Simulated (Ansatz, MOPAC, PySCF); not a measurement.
Pair of molecules: CHN (SMILES C#N) (first 3 atoms) with C2H6O (SMILES COC); geometry from B3LYP-D3(BJ)/def2-TZVP, rigid monomers moved along the line of their centres of mass till H3···O5 is 2.72 Å.
(charge 0, multiplicity 1):
```
atom    x (Å)    y (Å)    z (Å)
----  -------  -------  -------
C     -0.2934   0.1884  -0.3061
N     -0.3619   0.3099  -1.4448
H     -0.2267   0.0738   0.7655
C      0.1483  -1.4681   4.0996
O     -0.0457  -0.2171   3.4666
C      0.0068   0.8754   4.3649
H     -0.6285  -1.6531   4.8504
H      1.1297  -1.5159   4.5852
H      0.0917  -2.2355   3.3296
H     -0.7758   0.7947   5.1279
H     -0.1515   1.7827   3.7844
H      0.9823   0.9305   4.8615
```

Counterpoise-corrected where a basis set is named; no monomer relaxation. Rows marked so take none.

Cores are frozen in the correlated methods. Rows in 6-311+G**, 6-31G* carry no dispersion term and start afresh at each structure (6-31G* with six Cartesian d functions). MP2/6-31G* freezes PySCF's default core. The state that PM6, PM7 reach isn't checked; PM7 holds dispersion and hydrogen-bond terms.

The values were computed with Ansatz (a quantum-chemistry and plane-wave program) with Gaussian orbitals; MOPAC for PM6, PM7 (differences of heats of formation); PySCF for 6-311+G** rows, 6-31G* rows, the dispersion terms. Values without a source in brackets are computed.

```
level                              interaction energy (meV)
---------------------------------  ------------------------
PM6                                                   -96.9
PM7                                                  -100.9
HF/6-31G*                                            -162.2
PBE-D3(BJ)/def2-TZVPPD                               -158.1
PBE-D4/def2-TZVPPD                                   -154.2
r2SCAN-D3(BJ)/def2-TZVPPD                               [?]
B3LYP/6-311+G** (no counterpoise)                    -155.1
MP2/6-31G*                                           -157.0
MP2/aug-cc-pVDZ                                      -155.6
```

### Question
What belongs in the gaps?

### Answer

- r2SCAN-D3(BJ)/def2-TZVPPD, interaction energy (meV): -150.4
